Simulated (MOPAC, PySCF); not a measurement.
[Mo(NH2)6], neutral singlet in the gas phase. 

Z-matrix (Å, degrees):
```
Mo
N 1 2.0021
H 2 1.0247 1 122.61
H 2 1.0259 3 110.88 1 -162.49
N 1 2.0024 2 87.22 3 -78.08
H 5 1.0247 1 122.59 2 9.30
H 5 1.0259 6 110.87 1 -162.27
N 1 2.0025 2 87.19 3 9.21
H 8 1.0247 1 122.64 2 -78.06
H 8 1.0259 9 110.88 1 -162.39
N 1 2.0025 2 154.29 3 -134.55
H 11 1.0247 1 122.58 2 -134.08
H 11 1.0259 12 110.85 1 -162.04
N 1 2.0025 2 113.07 3 85.68
H 14 1.0247 1 122.59 2 85.74
H 14 1.0259 15 110.85 1 -162.32
N 1 2.0026 2 78.69 3 167.61
H 17 1.0247 1 122.62 2 167.78
H 17 1.0259 18 110.85 1 -162.26
```
Charge 0, multiplicity 1.

All levels are single points at this geometry (BP86-D3(BJ)/def2-SVP); Pople sets use spherical d functions. Orbital energies aren't observables, and empty levels follow the basis.

```json
[
 {"level": "B3LYP-D3(BJ)/def2-TZVP in PySCF", "HOMO (eV)": "-5.95", "LUMO (eV)": "-2.06", "gap (eV)": "3.89", "dipole (D)": "0.01", "vertical IE, Delta-SCF (eV)": "–"},
 {"level": "PBE-D3(BJ)/def2-TZVP in PySCF", "HOMO (eV)": "-4.91", "LUMO (eV)": "-2.45", "gap (eV)": "2.46", "dipole (D)": "0.01", "vertical IE, Delta-SCF (eV)": "–"},
 {"level": "TPSSh-D3(BJ)/def2-TZVP in PySCF", "HOMO (eV)": "-5.44", "LUMO (eV)": "-2.18", "gap (eV)": "3.26", "dipole (D)": "0.01", "vertical IE, Delta-SCF (eV)": "–"},
 {"level": "B3LYP/6-311+G** (LANL2DZ on Mo) in PySCF", "HOMO (eV)": "-6.03", "LUMO (eV)": "-2.40", "gap (eV)": "3.64", "dipole (D)": "0.01", "vertical IE, Delta-SCF (eV)": "–"},
 {"level": "B3LYP/6-31G* (LANL2DZ on Mo) in PySCF", "HOMO (eV)": "-5.45", "LUMO (eV)": "-1.71", "gap (eV)": "3.74", "dipole (D)": "0.01", "vertical IE, Delta-SCF (eV)": "–"},
 {"level": "B3LYP/LANL2DZ in PySCF", "HOMO (eV)": "-5.62", "LUMO (eV)": "-1.83", "gap (eV)": "3.78", "dipole (D)": "0.01", "vertical IE, Delta-SCF (eV)": "–"},
 {"level": "M06-2X/6-31G* (LANL2DZ on Mo) in PySCF", "HOMO (eV)": "-7.00", "LUMO (eV)": "-0.86", "gap (eV)": "6.14", "dipole (D)": "0.01", "vertical IE, Delta-SCF (eV)": "–"},
 {"level": "PBE/6-31G* (LANL2DZ on Mo) in PySCF", "HOMO (eV)": "-4.41", "LUMO (eV)": "-2.05", "gap (eV)": "2.36", "dipole (D)": "0.01", "vertical IE, Delta-SCF (eV)": "–"},
 {"level": "SVWN5/6-31G* (LANL2DZ on Mo) in PySCF", "HOMO (eV)": "-4.53", "LUMO (eV)": "-2.13", "gap (eV)": "2.40", "dipole (D)": "0.01", "vertical IE, Delta-SCF (eV)": "–"},
 {"level": "HF/6-31G* (LANL2DZ on Mo) in PySCF", "HOMO (eV)": "-8.94", "LUMO (eV)": "1.22", "gap (eV)": "10.15", "dipole (D)": "0.01", "vertical IE, Delta-SCF (eV)": "–"},
 {"level": "AM1 in MOPAC", "HOMO (eV)": "-8.92", "LUMO (eV)": "-0.13", "gap (eV)": "8.79", "dipole (D)": "0.01", "vertical IE, Delta-SCF (eV)": "–"},
 {"level": "PM6 in MOPAC", "HOMO (eV)": "-7.42", "LUMO (eV)": "2.35", "gap (eV)": "9.77", "dipole (D)": "0.01", "vertical IE, Delta-SCF (eV)": "–"},
 {"level": "PM7 in MOPAC", "HOMO (eV)": "-8.01", "LUMO (eV)": "1.81", "gap (eV)": "9.83", "dipole (D)": "0.01", "vertical IE, Delta-SCF (eV)": "–"}
]
```
